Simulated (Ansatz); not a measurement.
One geometry of C3H9ClS3Ti, SMILES `C[S][Ti]([Cl])([S]C)[S]C`, several functionals.

```yaml
crystal:
  periodic: [false, false, false]
  atoms:
    - {symbol: C, position_ang: [-0.761845, 1.881158, -0.363977]}
    - {symbol: S, position_ang: [-1.194692, 0.870624, 1.081582]}
    - {symbol: Ti, position_ang: [-0.011792, -1.063638, 0.961831]}
    - {symbol: Cl, position_ang: [0.337883, -1.882022, 2.970946]}
    - {symbol: S, position_ang: [1.885681, -0.601850, -0.155864]}
    - {symbol: C, position_ang: [2.630786, 0.479729, 1.109419]}
    - {symbol: S, position_ang: [-1.053245, -2.534068, -0.390987]}
    - {symbol: C, position_ang: [-1.912054, -1.523469, -1.632523]}
    - {symbol: H, position_ang: [0.303256, 2.105107, -0.363596]}
    - {symbol: H, position_ang: [-1.022479, 1.367827, -1.287687]}
    - {symbol: H, position_ang: [-1.334135, 2.806251, -0.294921]}
    - {symbol: H, position_ang: [3.133299, 1.300069, 0.596841]}
    - {symbol: H, position_ang: [1.882350, 0.897197, 1.785799]}
    - {symbol: H, position_ang: [3.356722, -0.091410, 1.685909]}
    - {symbol: H, position_ang: [-2.670167, -0.906826, -1.152756]}
    - {symbol: H, position_ang: [-2.384342, -2.208384, -2.336380]}
    - {symbol: H, position_ang: [-1.204126, -0.896593, -2.173434]}
basis:
  gaussian: {orbitals: def2-TZVPP}
hamiltonian: {xc: {name: wB97X-V}}
output: {orbitals: {seedname: orbitals}}
```

```sh
$ ansatz run in.yaml --threads 4 --pin off --events-out ev --progress --plain --max-ram 66560MiB --backend cuda --devices 0, --max-vram 37GiB
```

Output, abridged:

```
Functional definition: wB97X-V
2734 factors; their error is unknown
555 factors; integrals over basis functions are off by at most 8.7e-6 eV
mean field evaluation 1: about -71392.7693 eV, gradient 4.8e1 eV
mean field evaluation 2: about -71372.6611 eV, gradient 1.3e2 eV
mean field evaluation 4: about -71398.2320 eV, gradient 8.0e0 eV
mean field evaluation 8: about -71398.3768 eV, gradient 2.0e-1 eV
mean field evaluation 16: about -71398.4691 eV, gradient 1.6e-3 eV
mean field -71398.46913450 eV, -2623.8453450724 hartree, gradient 5.0e-5 eV, S^2 0.000000; 0 other end points of the search recorded, 0 dependent functions left out
reference -71398.46913174 eV, -2623.8453449710 hartree; 57, 57 occupied and 394, 394 virtual orbitals, 2734 factors
Total energy: -71398.46913174 eV, -2623.8453449710 hartree
```

It took 8.5 s on 4 threads of an AMD EPYC 7R13 on a shared host and a share of an NVIDIA H100 80 GB, with 1.1 GiB of host memory at the peak.

Changing it to `hamiltonian: {xc: lda}` (abridged; 3.9 s):

```
Functional definition: SPW92
mean field evaluation 16: about -71172.0866 eV, gradient 5.2e-1 eV
mean field -71172.08688952 eV, -2615.5259510166 hartree, gradient 6.2e-5 eV, S^2 0.000000
Total energy: -71172.08694241 eV, -2615.5259529604 hartree
```

Changing it to `hamiltonian: {xc: r2scan, dispersion: d4}` and forces (abridged; 4 s):

```
Functional definition: r2SCAN
mean field -71404.58403684 eV, -2624.0700635884 hartree, gradient 2.1e-5 eV, S^2 0.000000
Total energy: -71404.75803211 eV, -2624.0764577967 hartree
Atom 0 force     0.009557     0.131729    -0.123699 eV/Å
Atom 1 force    -0.131433     0.074173     0.128081 eV/Å
Atom 2 force    -0.009711    -0.010511     0.056716 eV/Å
Atom 3 force     0.036678    -0.082630     0.204542 eV/Å
Atom 4 force     0.128998    -0.051282    -0.225824 eV/Å
Atom 5 force     0.081831     0.104160     0.112459 eV/Å
Atom 6 force    -0.032068    -0.231605    -0.016018 eV/Å
Atom 7 force    -0.093234     0.066857    -0.131965 eV/Å
Atom 8 force    -0.007797    -0.002575     0.000526 eV/Å
Atom 9 force     0.006296     0.005684     0.009283 eV/Å
Atom 10 force     0.013417    -0.010170    -0.012356 eV/Å
Atom 11 force    -0.004403    -0.010230     0.013326 eV/Å
Atom 12 force     0.007424    -0.008599    -0.008531 eV/Å
Atom 13 force    -0.010456     0.013896    -0.006317 eV/Å
Atom 14 force     0.010964    -0.003720    -0.011778 eV/Å
Atom 15 force     0.004045     0.018997     0.004223 eV/Å
Atom 16 force    -0.010110    -0.004175     0.007333 eV/Å
Dipole moment:     0.015511     0.590338    -0.492382 e Å
```

The same input with `hamiltonian: {xc: hse06, dispersion: d4}` (abridged; 5 s):

```
Functional definition: HSE06
mean field evaluation 16: about -71383.6152 eV, gradient 1.3e-3 eV
mean field -71383.61523413 eV, -2623.2994743019 hartree, gradient 6.3e-5 eV, S^2 0.000000
Total energy: -71384.16365718 eV, -2623.3196284775 hartree
```

With the line `hamiltonian: {xc: {name: B3LYP}, dispersion: d4}` and forces (abridged; 5.5 s):

```
Functional definition: B3LYP
mean field evaluation 16: about -71412.3033 eV, gradient 8.2e-4 eV
mean field -71412.30330550 eV, -2624.3537414796 hartree, gradient 2.7e-5 eV, S^2 0.000000
Total energy: -71413.36067385 eV, -2624.3925990494 hartree
Atom 0 force     0.062315     0.193791    -0.246470 eV/Å
Atom 1 force    -0.173729     0.011459     0.241848 eV/Å
Atom 2 force    -0.032708    -0.016096     0.002385 eV/Å
Atom 3 force     0.042719    -0.110531     0.262087 eV/Å
Atom 4 force     0.073670    -0.118907    -0.292818 eV/Å
Atom 5 force     0.153723     0.209946     0.214450 eV/Å
Atom 6 force     0.026379    -0.307622     0.071847 eV/Å
Atom 7 force    -0.163618     0.151995    -0.234209 eV/Å
Atom 8 force    -0.076181    -0.001606    -0.018598 eV/Å
Atom 9 force     0.024150     0.046785     0.048392 eV/Å
Atom 10 force     0.044393    -0.047097    -0.026502 eV/Å
Atom 11 force    -0.021324    -0.042159     0.050597 eV/Å
Atom 12 force     0.080116    -0.026431    -0.048126 eV/Å
Atom 13 force    -0.039714     0.054484    -0.023325 eV/Å
Atom 14 force     0.046588    -0.032665    -0.056065 eV/Å
Atom 15 force     0.018041     0.059979     0.027809 eV/Å
Atom 16 force    -0.064821    -0.025325     0.026697 eV/Å
Dipole moment:     0.015610     0.565545    -0.477371 e Å
```

The same input with `hamiltonian: {xc: {name: r2SCANh}, dispersion: d4}` (abridged; 5.5 s):

```
Functional definition: r2SCANh
mean field evaluation 16: about -71403.7128 eV, gradient 1.8e-3 eV
mean field -71403.71278456 eV, -2624.0380456577 hartree, gradient 1.4e-5 eV, S^2 0.000000
Total energy: -71403.90238375 eV, -2624.0450132995 hartree
```

HSE06 is the plane-wave form, built on full-range PBE exchange.

B3LYP takes the VWN-RPA correlation (the form of Gaussian; ORCA's B3LYP/G).
